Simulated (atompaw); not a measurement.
## What one change does to a pseudopotential (erbium (Er), PAW (atompaw))

- Element: Er (Z = 68)
- Generator: atompaw 4.2.0.5
- Type: PAW
- Functional: PBE
- Relativity: scalar-relativistic
- Frozen core: [Kr] 4d10 4f11
- Valence charge: 11
- Reference configuration: 5s2 5p6 5d1 6s1.5 6p0.5
- Partial waves: 5s (bound): rc 1.75 bohr; 6s (bound): rc 3.00 bohr; 5p (bound): rc 1.60 bohr; 6p (bound): rc 3.00 bohr; 5d (bound): rc 3.00 bohr; 5d channel at 0.95 Ry: rc 3.00 bohr
- Local potential: bessel scheme, radius 2.45 bohr
- Core correction: smooth core density matched at 2.60 bohr
- Augmentation charge: besselshape compensation charge, radius 2.50 bohr; PAW radius 3.00 bohr; waves and projectors: custom polynom2 7 10 vanderbiltortho

Change: all radii scaled by about 1.07 (s 1.88, p 1.72, d 3.22 bohr); local potential bessel scheme, radius 2.64 bohr; augmentation besselshape compensation charge, radius 2.68 bohr; PAW radius 3.22 bohr; waves and projectors: custom polynom2 7 10 vanderbiltortho; core correction smooth core density matched at 2.80 bohr.

Cutoffs: the cutoffs (Ry, on a coarse ladder) from which the occupation-weighted sum of valence levels, in a spherical-Bessel basis at the reference potential, stays within 10 and 1 mRy of its value at 400 Ry; they do not see the model core or the augmentation charge, which bear on the density cutoff.

Task: What does the change do?

Result: The potential gets softer (21 Ry and 35 Ry → 21 Ry and 25 Ry); neither file shows a bound ghost. A larger radius leaves more room for a smooth pseudo-wave, so fewer plane waves are needed.

| quantity | base | changed |
| --- | --- | --- |
| cutoff, loose | 21 Ry | 21 Ry |
| cutoff, tight | 35 Ry | 25 Ry |
| loose cutoff by channel (10 mRy a level) | s 12 Ry, p 18 Ry, d 10 Ry | s 15 Ry, p 15 Ry, d 8 Ry |
| bound ghosts | none | none |
| lowest overlap eigenvalue by channel | s 0.38, p 0.47, d 0.89 | s 0.38, p 0.49, d 0.89 |

 The cutoffs see the waves, projectors and local potential, not the compensation charge or the core.
